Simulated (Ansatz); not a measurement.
`[BH2][Ga]([OH])[F]` + `BNC` → `BN(B)C` + `[OH][GaH][F]` at 700 K and 1 bar (cleavage of the B–Ga bond).

Calculated with Ansatz (gas phase, PBE0-D4/def2-TZVP geometries, no zero-point term in ΔE). CCSD(T)/CBS is the MP2 limit (def2-TZVPP, def2-QZVPP) plus CCSD(T) − MP2 in def2-TZVPP, frozen cores. This one scheme is used for every species. For Ga outer-core shells are correlated without core-valence functions, which leaves a few kJ/mol of doubt a bond. Scalar relativity is left out up to krypton. Each species was taken in one conformer, which may not be the lowest.

```
             species  CCSD(T)/CBS energy (Eh)  H − E (kJ/mol)  S (J/(mol·K))
`[BH2][Ga]([OH])[F]`              -2125.54859           157.4          426.4
               `BNC`               -121.18426           253.9          346.7
            `BN(B)C`               -146.59307           298.9          409.8
      `[OH][GaH][F]`              -2100.17635           104.9          355.2
```

H − E and S are ideal-gas, rigid-rotor, harmonic terms from PBE0-D4/def2-TZVP, for one conformer and one mirror image of each species. 1 Eh = 2625.50 kJ/mol, R = 8.31446 J/(mol·K).

**Question.** By hand: ΔE, ΔH, ΔS and ΔG.

**Answer.** ΔE = (-146.59307) + (-2100.17635) − (-2125.54859) − (-121.18426) = -0.03657 Eh = -96.0 kJ/mol. Δ(H − E) = 298.9 + 104.9 − 157.4 − 253.9 = -7.5, so ΔH = -103.5 kJ/mol. ΔS = 409.8 + 355.2 − 426.4 − 346.7 = -8.1 J/(mol·K). ΔG = -103.5 − 700 × (-8.1)/1000 = -97.8 kJ/mol.

**Question.** By hand: the equilibrium constant, and the temperature at which ΔG would vanish if ΔH and ΔS stayed fixed.

**Answer.** log₁₀ K = −ΔG/(RT ln 10) = 7.3. ΔG = 0 at ΔH/ΔS = 12778 K, far beyond where these terms or the molecules hold.

The number of gas molecules stays the same, so ΔS is small and ΔH decides. A doubt of 5 kJ/mol in ΔE shifts log₁₀ K by 0.4 here. Other conformers and mirror images would add mixing entropy, several J/(mol·K) or more a flexible species. Modes under 60 cm⁻¹, often nearly free rotors, make the harmonic entropy too high. These are equilibria of isolated gas molecules and say nothing of rates. Largest T1 diagnostic: 0.015 (customary marks: 0.02 for closed shells, 0.045 for open ones).
